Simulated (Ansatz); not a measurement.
**Molecular dynamics of ClH$_{3}$Sn**

Input:

```yaml
crystal:
  periodic: [false, false, false]
  atoms:
    - { symbol: Sn, position_ang: [-0.057908, 0.029535, 0.062858] }
    - { symbol: H, position_ang: [0.554365, 0.403463, 1.673634] }
    - { symbol: Cl, position_ang: [1.983772, -0.281579, -1.24404] }
    - { symbol: H, position_ang: [-1.024034, 1.235426, -0.643192] }
    - { symbol: H, position_ang: [-0.92195, -1.409893, -0.242528] }
basis:
  gaussian: { orbitals: def2-mTZVP }
hamiltonian:
  xc: pbe0
  dispersion: d4
md:
  timestep: 0.5
  n_steps: 166
  ensemble: nvt_langevin
  temperature: 300.0
  initial_velocities: maxwell_boltzmann
  seed: 41760
  friction: 0.02
```

Run as:

```bash
$ ansatz run input.yaml --threads 1 --pin off --max-ram 2048MiB --backend cpu --events-out ev --progress --plain --runs-dir out
```

It goes on from the last frame of an earlier run, with new velocities.

Output, in part (step lines, the closing report, with atoms numbered from 0):

```
md step     0: t =     0.00 fs  T =   240.0 K  F+E_penalty+E_count = -18399.55094873 eV  E_kin = 0.155112 eV  (23 SCF iters)
md step     1: t =     0.50 fs  T =   245.0 K  F+E_penalty+E_count = -18399.55782786 eV  E_kin = 0.158332 eV  (28 SCF iters)
md step     2: t =     1.00 fs  T =   274.5 K  F+E_penalty+E_count = -18399.56568165 eV  E_kin = 0.177387 eV  (28 SCF iters)
md step     3: t =     1.50 fs  T =   296.2 K  F+E_penalty+E_count = -18399.57261760 eV  E_kin = 0.191460 eV  (27 SCF iters)
md step     4: t =     2.00 fs  T =   316.0 K  F+E_penalty+E_count = -18399.57676315 eV  E_kin = 0.204241 eV  (27 SCF iters)
md step     5: t =     2.50 fs  T =   311.1 K  F+E_penalty+E_count = -18399.57763789 eV  E_kin = 0.201035 eV  (27 SCF iters)
md step     6: t =     3.00 fs  T =   334.2 K  F+E_penalty+E_count = -18399.57484573 eV  E_kin = 0.216014 eV  (27 SCF iters)
md step     7: t =     3.50 fs  T =   294.1 K  F+E_penalty+E_count = -18399.56865180 eV  E_kin = 0.190086 eV  (28 SCF iters)
[... lines left out ...]
Total energy: -18399.58822052 eV, -676.1723954151 hartree
Atom 0 at     0.012933    -0.007246     0.149759 Å, force     0.644045    -0.851412    -0.908711 eV/Å
Atom 1 at     0.403233    -0.399400     1.748488 Å, force     0.100615     0.268636     0.196651 eV/Å
Atom 2 at     2.028239     0.225615    -1.149844 Å, force    -0.406936    -0.038402     0.470377 eV/Å
Atom 3 at    -0.765654     1.420295    -0.258242 Å, force    -0.265135     0.251771     0.152184 eV/Å
Atom 4 at    -0.634394    -1.453930    -0.544518 Å, force    -0.072589     0.369406     0.089498 eV/Å
Dipole moment:    -0.562918     0.007170     0.400572 e Å
```

The steps, from the saved trajectory:

| time (fs) | T (K) | potential energy less start (eV) |
| --- | --- | --- |
| 0 | 240 | 0.000 |
| 2.5 | 311 | -0.027 |
| 5 | 227 | 0.005 |
| 7.5 | 310 | -0.018 |
| 10 | 363 | -0.051 |
| 12.5 | 392 | -0.054 |
| 15 | 431 | -0.061 |
| 17.5 | 429 | -0.080 |
| 20 | 424 | -0.097 |
| 22.5 | 363 | -0.100 |
| 25 | 317 | -0.077 |
| 27.5 | 276 | -0.066 |
| 30 | 263 | -0.086 |
| 32.5 | 299 | -0.088 |
| 35 | 279 | -0.068 |
| 37.5 | 240 | -0.049 |
| 40 | 312 | -0.066 |
| 42.5 | 255 | -0.056 |
| 45 | 207 | -0.007 |
| 47.5 | 216 | 0.010 |
| 50 | 175 | 0.044 |
| 52.5 | 166 | 0.088 |
| 55 | 151 | 0.098 |
| 57.5 | 251 | 0.058 |
| 60 | 271 | 0.013 |
| 62.5 | 321 | -0.022 |
| 65 | 407 | -0.083 |
| 67.5 | 445 | -0.093 |
| 70 | 429 | -0.079 |
| 72.5 | 501 | -0.082 |
| 75 | 507 | -0.080 |
| 77.5 | 447 | -0.047 |
| 80 | 470 | -0.022 |
| 82.5 | 418 | -0.036 |

The run went to its last step. The mean temperature of the second half is 11 % above the set value. A run of 0.083 ps of so small a system gives no equilibrium averages.

The same pairs are bonded in the first frame and the last. Pairs count as bonded within 1.25 times the sum of covalent radii (0.12 Å more for H–H).

Last frame:

```xyz
5
Properties=species:S:1:pos:R:3
Sn 0.013 -0.007 0.150
H 0.403 -0.399 1.748
Cl 2.028 0.226 -1.150
H -0.766 1.420 -0.258
H -0.634 -1.454 -0.544
```

Time of the run: 6.6 min on 1 thread of Arm Neoverse V2, with other jobs on the host, peak memory 0.13 GiB.
